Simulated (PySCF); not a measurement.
Electron correlation in Bi²⁺ (bismuth, charge +2)

[Xe] 4f14 5d10 6s2 6p1, 2P determinant. Computed with PySCF 2.14 in x2c-TZVPPall with one added diffuse shell each of s, p, d, f type (12s8p7d4f, 99 functions), with scalar relativity by spin-free X2C-1e. Frozen: [Xe] 4f14 5d10; 3 electrons correlated.

```
  level  correlation energy (mhartree)
   CCSD                         -36.21
    (T)                          -0.35
CCSD(T)                         -36.56
```

Diagnostics: T1 = 0.0058, D1 = 0.0133, largest double amplitude 0.073.

Spin-orbit coupling, absent here, splits the open shell strongly.

Cost of the coupled-cluster step: of the order of 2.6 core-seconds, for 3 correlated electrons.
